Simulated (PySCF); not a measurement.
Ga(Br)2(NH2) (Br₂GaH₂N), SMILES [Br][Ga]([NH2])[Br].

Coordinates come from a r2SCAN-D4/def2-SVP optimisation. The structure was generated by enumeration; whether it is a known compound was not checked. Other conformers were not sampled.

Two levels are set side by side: TDA-PBE/def2-SVPD (PySCF) and TDA-PBE0/def2-SVPD (PySCF). Vertical, same geometry. The lowest singlet is HOMO→LUMO 99 % with PBE and HOMO→LUMO 99 % with the other functional; states are paired by order. Differences are taken from unrounded values.

```tsv
quantity	TDA-PBE
lowest singlet excitation (eV)	4.47
lowest triplet excitation (TDA) (eV)	4.16
first bright state (f over 0.05) (eV)	5.93
its oscillator strength	0.14
```

Q: These are the TDA-PBE values. What does TDA-PBE0 give? (Estimate from the structure and the level; the computed values follow.)

A: 
```
quantity                               TDA-PBE0  TDA-PBE minus TDA-PBE0
-------------------------------------  --------  ----------------------
lowest singlet excitation (eV)             5.23                   -0.77
lowest triplet excitation (TDA) (eV)       4.86                   -0.70
first bright state (f over 0.05) (eV)      6.52                   -0.59
its oscillator strength                    0.16                   -0.03
```

Functionals without exact exchange tend to place singlet excitations lower, as here. Differences between two approximate levels are no errors against the true value.

Rough cost on one machine, each run with all the roots and properties that it gave: TDA-PBE0 against TDA-PBE about 3 times.
